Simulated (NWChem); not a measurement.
silicon dioxide molecule (SiO2); SMILES O=[Si]=O

```xyz
3

O      0.0000     0.0000    -1.5184
Si     0.0000     0.0000     0.0000
O      0.0000     0.0000     1.5184
```
Atoms are numbered in this order, from 1.

All runs: NWChem. Geometry: optimised at PBE0/def2-SVP. GIAO values for the isolated, static molecule; σ is the absolute isotropic shielding.

Task: Taking PBE0/pcSseg-2 as the yardstick, which of these has the fewest basis functions while keeping “σ O1 (ppm)” within 10 ppm of it: PBE0/cc-pVTZ; PBE0/cc-pVDZ; PBE0/pcSseg-1?

Result: PBE0/cc-pVTZ.
| level | basis functions | σ O1 (ppm) | relative time (rough) |
|---|---|---|---|
| PBE0/cc-pVDZ | 46 | 181.0 | 1 |
| PBE0/pcSseg-1 | 58 | 176.3 | 1 |
| PBE0/cc-pVTZ | 94 | 198.3 | 8 |
| PBE0/pcSseg-2 | 115 | 199.2 | 5 |

The yardstick is one finite set, not the basis-set limit.
